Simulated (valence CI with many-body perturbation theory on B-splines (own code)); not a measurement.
The numbers below are computed, except where a source is named.
# Ladder of approximations for Hg³¹⁺

Level of theory: valence CI with perturbative core correlation (CI+MBPT): three valence electrons over a frozen Dirac-Fock core [Kr] 4d10, radial functions for each j: 8 s, 8 p, 9 d, 9 f, 6 g, 3 h, 2 i, with the one-electron correlation potential Σ1 (screened to all orders), the two-electron term Σ2, the three-electron term Σ3, Breit, model QED; selected single and double excitations, second order for the rest, scaled by the run's own slope (own B-spline code, finite nucleus).

The last digits are not significant, and no measured levels were compared; by estimate large intervals hold to a few tenths of a per cent, small ones and those within an open d or f shell to about a per cent. Core correlation moves these levels by up to 7200 cm⁻¹, and in measured spectra 5 to 20 % of such shifts remained as error; rates that hang on mixing are uncertain with them. The list stops below the first excitations out of the core.

Each rung adds one term. CI alone is the Dirac-Coulomb CI over the frozen core; QED comes last and gives the full result, which names the levels. Energies are above (4f5/2^3) J=9/2 on the same rung, in cm⁻¹.

Levels are named by their leading jj configuration (3d3/2^4 stands for four electrons in 3d with j = 3/2), which in mixed levels can hold well under half, so a name can repeat and another be missing. Letters in brackets count levels of one name in rising energy.

```csv
Level,CI alone
(4f5/2^2 4f7/2) J=11/2 [a],38114
(4f5/2^3) J=3/2,44298
(4f5/2^2 4f7/2) J=9/2,65762
(4f5/2^3) J=5/2,66766
(4f5/2^2 4f7/2) J=13/2,66611
(4f5/2^2 4f7/2) J=5/2 [a],80335
(4f5/2^2 4f7/2) J=3/2 [a],79293
(4f5/2^2 4f7/2) J=7/2 [a],81577
(4f5/2^2 4f7/2) J=15/2 [a],88794
(4f5/2^2 4f7/2) J=7/2 [b],97173
(4f5/2 4f7/2^2) J=13/2 [a],108837
(4f5/2^2 4f7/2) J=11/2 [b],110769
(4f5/2 4f7/2^2) J=9/2 [a],111038
(4f5/2^2 4f7/2) J=3/2 [b],115573
(4f5/2^2 4f7/2) J=1/2,114933
(4f5/2^2 4f7/2) J=5/2 [b],120427
```

(1) What do these energies become with core correlation, Breit and QED?

(2) How does the ionisation energy move along the ladder, and which term matters most?

## Answers

(1) (4f5/2^2 4f7/2) J=11/2 [a] 37980 (-133); (4f5/2^3) J=3/2 42479 (-1819); (4f5/2^2 4f7/2) J=9/2 64586 (-1176); (4f5/2^3) J=5/2 64592 (-2174); (4f5/2^2 4f7/2) J=13/2 65360 (-1251); (4f5/2^2 4f7/2) J=5/2 [a] 78083 (-2251); (4f5/2^2 4f7/2) J=3/2 [a] 78576 (-717); (4f5/2^2 4f7/2) J=7/2 [a] 79693 (-1883); (4f5/2^2 4f7/2) J=15/2 [a] 86115 (-2678); (4f5/2^2 4f7/2) J=7/2 [b] 94578 (-2595); (4f5/2 4f7/2^2) J=13/2 [a] 106685 (-2152); (4f5/2^2 4f7/2) J=11/2 [b] 107955 (-2813); (4f5/2 4f7/2^2) J=9/2 [a] 108582 (-2455); (4f5/2^2 4f7/2) J=3/2 [b] 112209 (-3365); (4f5/2^2 4f7/2) J=1/2 112473 (-2461); (4f5/2^2 4f7/2) J=5/2 [b] 117031 (-3397).

(2) CI alone 1138.6, + Σ1 1142.4, + Σ2 1148.9, + Σ3 1148.9, + Breit 1148.8, + QED 1148.8 eV. The largest step is Σ2, 6.5 eV. NIST lists 1160 ± 60 eV (theoretical).
